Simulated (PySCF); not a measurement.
**Dipole moment and polarisability of `SC1CCCCC1`**

Species: C6H12S.
Structure used (PBE0-D3(BJ)/def2-SVP), in Å, numbered top down from 1:
```
atom  x, y, z in Å
S1     2.6831   -1.1908    0.2432
C2     1.1055   -0.4295   -0.2788
C3    -0.0182   -1.4046    0.0640
C4    -1.3798   -0.8351   -0.3231
C5    -1.6194    0.5292    0.3144
C6    -0.4935    1.5006   -0.0227
C7     0.8683    0.9314    0.3669
H8     3.4877   -0.2030   -0.2051
H9     1.1382   -0.3106   -1.3758
H10    0.0057   -1.6022    1.1512
H11    0.1576   -2.3701   -0.4365
H12   -2.1752   -1.5418   -0.0370
H13   -1.4329   -0.7381   -1.4226
H14   -1.6793    0.4110    1.4115
H15   -2.5907    0.9383   -0.0073
H16   -0.6530    2.4686    0.4789
H17   -0.5054    1.7095   -1.1080
H18    0.9293    0.8108    1.4628
H19    1.6741    1.6286    0.0844
```

Level: PBE0/def2-SVPD (PySCF), static field, nuclei fixed, core orbitals frozen in the response. The polarisability tensor in these axes (au):

```
x   105.86  -5.95   1.48
y    -5.95  90.46   0.84
z     1.48   0.84  78.50
```

Task: Diagonalise the tensor; give its mean and Δα, where Δα² is half the sum of the squared differences of the eigenvalues.

Result: Principal values 78.30, 88.59 and 107.93 au; mean 91.61 au = 13.57 Å³ = 15.10 × 10⁻⁴⁰ C²·m²/J; Δα = 26.06 au (28 % of the mean).

Task: What is the dipole moment, and where does it point?

Result: (-1.34, 1.29, -0.63) D, 1.97 D in size, pointing from the negative to the positive side. Measured along this direction, the outermost atoms are S1 at the negative end and H15 at the positive end.

Task: What are the principal values of the traceless quadrupole moment, Θ = ½Σq(3rr − r²1), about the centre of nuclear charge?

Result: -6.03, -0.09, 6.12 D·Å. The values depend on the origin, since the dipole doesn't vanish. The electronic extent ⟨r²⟩ about the same centre is 1080 bohr², a root-mean-square distance of 2.17 Å for the 64 electrons.

Task: In a dilute gas of rigid molecules at 500 K, how does the orientational term μ²/3kT compare with the electronic polarisability?

Result: In Gaussian units μ²/3kT = 18.67 Å³ against 13.57 Å³, a ratio of 1.38; the Debye molar polarisation (4π/3)N_A(α + μ²/3kT) is 81.3 cm³/mol, leaving out the vibrational part.

Task: Refractivity n − 1 of an ideal gas of it at 273.15 K and 1 atm, from the electronic α?

Result: N = p/kT = 2.6868 × 10¹⁹ cm⁻³, so n − 1 = 2π × N × 13.57 × 10⁻²⁴ cm³ = 2292 × 10⁻⁶ at long wavelengths, for an ideal gas.

Task: Sum over states: ᾱ = Σ f/ω², ω in Eh. What share falls to these 10 lowest TDDFT singlets (eV, f)? 5.46, 0.0055; 6.15, 0.0273; 6.75, 0.0088; 6.86, 0.0183; 7.05, 0.0151; 7.61, 0.0236; 7.75, 0.0039; 7.77, 0.0110; 7.92, 0.0034; 7.95, 0.0255.

Result: They add up to 2.15 au, 2.3 % of the 91.61 au; the largest single term is 0.53 au, from the state at 6.15 eV. Terms in order: 0.14, 0.53, 0.14, 0.29, 0.22, 0.30, 0.05, 0.14, 0.04, 0.30 au. Higher excitations give the rest. The strengths listed sum to 0.142.

Task: Find the Langevin capture rate constant for NO+ (29.998 u) meeting this molecule (116.066 u), k = 2.342 × 10⁻⁹ cm³/s × √(α in Å³ / reduced mass in u).

Result: The reduced mass is 23.84 u, so k = 1.77 × 10⁻⁹ cm³/s. The formula leaves out the permanent dipole, which adds to the capture rate.

Geometry: PBE0-D3(BJ)/def2-SVP, one conformer, isolated molecule.
